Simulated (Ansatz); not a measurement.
The cluster GeSe2⁻ (the lowest doublet isomer of a short search) was relaxed with r2SCAN-D4 (def2-TZVPD) in Ansatz in these states: charge -1 doublet, charge -1 quartet. The geometries follow in no particular order.

A:

```xyz
3

Ge   -0.214   -0.308   -0.933
Se   -0.066   -1.537    1.065
Se    0.280    1.845   -0.132
```

B:

```xyz
3

Ge    0.552   -0.039   -0.280
Se   -0.681   -1.914   -0.386
Se    0.129    1.954    0.667
```

**Question.** Judge from the bond lengths which geometry belongs to which state (an estimate).

**Answer.** A is the charge -1 quartet (Ge1–Se2 2.350 Å, Ge1–Se3 2.350 Å); B is the charge -1 doublet (Ge1–Se2 2.246 Å, Ge1–Se3 2.246 Å).

At r2SCAN-D4/def2-TZVPD the highest occupied level of the charge -1 quartet lies above zero (up to 1.17 eV). It is a level of α spin, whose loss leaves a triplet; that state wasn't run at this geometry and level. The electron is either unbound and held by the finite basis, or the level is raised by self-interaction error. At PBE0-D4/def2-TZVPD a doublet lies 2.22 eV below the charge -1 quartet. These are the stationary points nearest to one start from a short search; other shapes may lie lower in each state.
